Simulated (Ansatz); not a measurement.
`[CH3][Al]([CH3])[C]#N` and `[CH3][Al]([C]#N)[C]#N` differ in one atom or group.

Ansatz, PBE0-D4/def2-TZVP geometries, multiplicity 1. 

| property | `[CH3][Al]([CH3])[C]#N` |
| --- | --- |
| HOMO energy (PBE/def2-TZVPP) / eV | -7.11 |
| HOMO energy (PBE0/def2-TZVPP) / eV | -8.40 |
| HOMO–LUMO gap (B3LYP/def2-TZVPP) / eV | 6.30 |
| HOMO–LUMO gap (PBE0/def2-TZVPP) / eV | 6.76 |
| HOMO–LUMO gap (ωB97M-V/def2-TZVPP) / eV | 10.68 |
| size of the dipole moment (B3LYP/def2-TZVPP) / D | 4.27 |

**Question.** Give the same properties after the change, and the shifts. (Estimate.)

**Answer.** Computed: 
```tsv
property	`[CH3][Al]([C]#N)[C]#N`	shift
HOMO energy (PBE/def2-TZVPP) / eV	-8.25	-1.14
HOMO energy (PBE0/def2-TZVPP) / eV	-9.66	-1.26
HOMO–LUMO gap (B3LYP/def2-TZVPP) / eV	6.35	0.05
HOMO–LUMO gap (PBE0/def2-TZVPP) / eV	6.81	0.05
HOMO–LUMO gap (ωB97M-V/def2-TZVPP) / eV	10.88	0.20
size of the dipole moment (B3LYP/def2-TZVPP) / D	4.35	0.08
```

With PBE0 the HOMO falls by 1.26 eV and the LUMO falls by 1.20 eV, so the gap widens by about 0.06 eV. PBE moves the HOMO by -1.14 eV and ωB97M-V by -1.31 eV. Dipoles are sizes alone; their direction can turn.

B3LYP here is the variant with VWN-RPA as its local correlation; programs differ in this.
